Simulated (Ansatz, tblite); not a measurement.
Forces on the cluster HfO₂ at its B3LYP-D4/def2-TZVP geometry. Total charge 0; singlet.

In the def2 sets Hf takes a core potential; there is no spin–orbit coupling. The xTB rows come from tblite. The structure comes from a short search, and lower isomers may exist.

GFN1-xTB (tblite), largest force 0.86 eV/Å:

```xyz
3
positions Å, forces eV/Å
Hf    0.305    0.584    0.244   -0.375   -0.719   -0.300
O    -1.448    0.342   -0.024    0.167    0.370    0.152
O     1.143   -0.927   -0.220    0.208    0.350    0.149
```

GFN2-xTB (tblite), largest force 0.34 eV/Å:

```
Hf -0.149 -0.285 -0.119
O 0.085 0.137 0.059
O 0.064 0.148 0.060
```

r2SCAN-D4/def2-TZVP (Ansatz), largest force 0.16 eV/Å:

```
Hf -0.022 -0.043 -0.018
O 0.154 -0.049 -0.002
O -0.132 0.092 0.020
```
